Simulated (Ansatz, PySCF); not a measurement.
Sn(H)(F)(Me)2 (C2H7FSn), SMILES [CH3][SnH]([CH3])[F]. Atoms are numbered in the order given.

```xyz
11

Sn    -0.0312     0.1155    -0.2149
C      1.7688    -1.0456     0.0408
C     -1.7705    -0.7485     0.7242
F      0.2982     1.7816     0.7671
H     -0.3016     0.6301    -1.8387
H      1.7036    -1.9751    -0.5441
H      2.6370    -0.4640    -0.2993
H      1.8917    -1.2949     1.1044
H     -2.5963    -0.0233     0.7144
H     -2.0787    -1.6559     0.1838
H     -1.5289    -1.0108     1.7640
```

The structure is a stationary point at B3LYP-D3(BJ)/def2-SVP. The structure was generated by enumeration; whether it is a known compound was not checked. The def2 effective core potentials stand for the cores of Sn; spin–orbit coupling is left out.

Two levels are set side by side: PBE-D3(BJ)/def2-SVP (Ansatz, a quantum-chemistry and plane-wave program) and B3LYP-D3(BJ)/def2-SVP (Ansatz). Each level has its own optimised geometry; the coordinates shown are those of the second. Frequencies come from the Hessian of PySCF at each geometry. Differences are taken from unrounded values.

| quantity | B3LYP-D3(BJ) |
|---|---|
| mean bond length (Å) | 1.460 |
| bond Sn1–C2 (Å) | 2.157 |
| bond Sn1–C3 (Å) | 2.157 |
| bond Sn1–F4 (Å) | 1.962 |
| bond Sn1–H5 (Å) | 1.725 |
| bond C2–H6 (Å) | 1.100 |
| bond C2–H7 (Å) | 1.099 |
| bond C2–H8 (Å) | 1.099 |
| bond C3–H9 (Å) | 1.099 |
| bond C3–H10 (Å) | 1.100 |
| bond C3–H11 (Å) | 1.099 |
| highest harmonic wavenumber (cm⁻¹) | 3161 |
| mean harmonic wavenumber (cm⁻¹) | 1298 |
| zero-point energy (kcal/mol) | 50.12 |

Q: What does PBE-D3(BJ) give, and how far is it from B3LYP-D3(BJ)? (The exact figures need the calculation; the answer reports its results.)

A: 
| quantity | PBE-D3(BJ) | PBE-D3(BJ) minus B3LYP-D3(BJ) |
|---|---|---|
| mean bond length (Å) | 1.467 | 0.007 |
| bond Sn1–C2 (Å) | 2.161 | 0.003 |
| bond Sn1–C3 (Å) | 2.161 | 0.003 |
| bond Sn1–F4 (Å) | 1.974 | 0.012 |
| bond Sn1–H5 (Å) | 1.736 | 0.011 |
| bond C2–H6 (Å) | 1.108 | 0.007 |
| bond C2–H7 (Å) | 1.106 | 0.007 |
| bond C2–H8 (Å) | 1.107 | 0.007 |
| bond C3–H9 (Å) | 1.106 | 0.007 |
| bond C3–H10 (Å) | 1.108 | 0.007 |
| bond C3–H11 (Å) | 1.107 | 0.007 |
| highest harmonic wavenumber (cm⁻¹) | 3113 | -48 |
| mean harmonic wavenumber (cm⁻¹) | 1266 | -33 |
| zero-point energy (kcal/mol) | 48.86 | -1.26 |

GGA bonds tend to be longer and softer than those of functionals with exact exchange. Differences between two approximate levels are no errors against the true value.
